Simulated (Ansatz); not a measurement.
`OC1[SiH2]C1(F)F` → 2 C• + 2 F• + 4 H• + O• + Si•  (atomization)

Isolated molecules relaxed with PBE0-D4/def2-TZVP in Ansatz; ΔE leaves out vibrations. CCSD(T)/CBS adds triple-zeta CCSD(T) − MP2 to the extrapolated MP2 energy (def2 sets, frozen cores). This one scheme is used for every species, atoms too. Functionals use def2-TZVPP. B3LYP here is the variant with VWN-RPA as its local correlation; programs differ in this. No spin–orbit coupling; open shells (•) take unrestricted orbitals. Spin–orbit coupling would lower the free atoms: a little for C, F, O, Si. Each species was taken in one conformer, which may not be the lowest.

What is ΔE at CCSD(T)/CBS? (Best estimate.)

The calculation gave: +3644.2 kJ/mol.

What do these levels give: PBE-D4, PBE0-D4, B3LYP-D4, ωB97M-V, PBE, B3LYP, HF/def2-TZVPP, SCS-MP2/def2-TZVPP, CCSD/def2-TZVPP, HF/def2-QZVPP, SCS-MP2/def2-QZVPP, HF/CBS(def2)? (Estimate.)

The calculation gave: PBE-D4 3787.2, PBE0-D4 3663.5, B3LYP-D4 3629.9, ωB97M-V 3664.1, PBE 3767.2, B3LYP 3597.6, HF/def2-TZVPP 2454.9, SCS-MP2/def2-TZVPP 3582.8, CCSD/def2-TZVPP 3453.2, HF/def2-QZVPP 2461.3, SCS-MP2/def2-QZVPP 3657.0, HF/CBS(def2) 2462.3 kJ/mol.

Largest T1 diagnostic among the species: 0.013.

In def2-TZVPP, CCSD(T) changes the Hartree–Fock value by +1074.5 kJ/mol (the triples alone add +76.1 kJ/mol) and MP2 by +1186.4 kJ/mol; breaking electron pairs costs correlation energy, which Hartree–Fock lacks. From PBE to PBE0 (25 % exact exchange), in def2-TZVPP and without D4, ΔE moves by −120.5 kJ/mol: exact exchange takes away binding that semilocal exchange gives to molecules.

For atomizations the MP2-based limit and the directly extrapolated one differ by several kJ/mol either way, and by 10 to 25 for some Ge, Se and Sn compounds, so smaller differences from it don't rank the levels.
